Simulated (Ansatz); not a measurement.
Compare A (`[AlH2][NH]CS`) with its isomer B (`C[NH][AlH][SH]`).

Isolated molecules relaxed with PBE0-D4/def2-TZVP in Ansatz; ΔE leaves out vibrations. CBS: MP2 limit from def2 TZ/QZ plus the TZ coupled-cluster correction, frozen cores. Functionals use def2-TZVPP. B3LYP here is the variant with VWN-RPA as its local correlation; programs differ in this. Each species was taken in one conformer, which may not be the lowest.

Question: Which isomer does CCSD(T)/CBS put lower? Give the gap. (Estimate.)

Answer: Computed: B, by 37.3 kcal/mol.

Question: Give E(B) − E(A) in kcal/mol with B3LYP, B2PLYP, BLYP-D4, MP2/def2-TZVPP, CCSD/def2-TZVPP, CCSD(T)/def2-SVP, B3LYP-D4. (An estimate is asked.)

Answer: Computed: B3LYP -36.5, B2PLYP -37.0, BLYP-D4 -34.7, MP2/def2-TZVPP -37.7, CCSD/def2-TZVPP -37.4, CCSD(T)/def2-SVP -35.8, B3LYP-D4 -36.1. None reverses the order clearly.

Question: Does the order hold for the free energy at 298.15 K (harmonic terms from PBE0-D4)? (Best estimate.)

Answer: Computed: Yes: G(B) − G(A) = -35.7 kcal/mol, for one conformer each. Modes under 60 cm⁻¹, often nearly free rotors, make the harmonic entropy too high.

Largest T1 diagnostic: 0.012.

From PBE to PBE0 (25 % exact exchange), in def2-TZVPP and without D4, E(B) − E(A) moves by −1.2 kcal/mol. At CCSD(T), def2-SVP lies +1.6 kcal/mol from the extrapolated value and def2-TZVPP +0.3 kcal/mol.
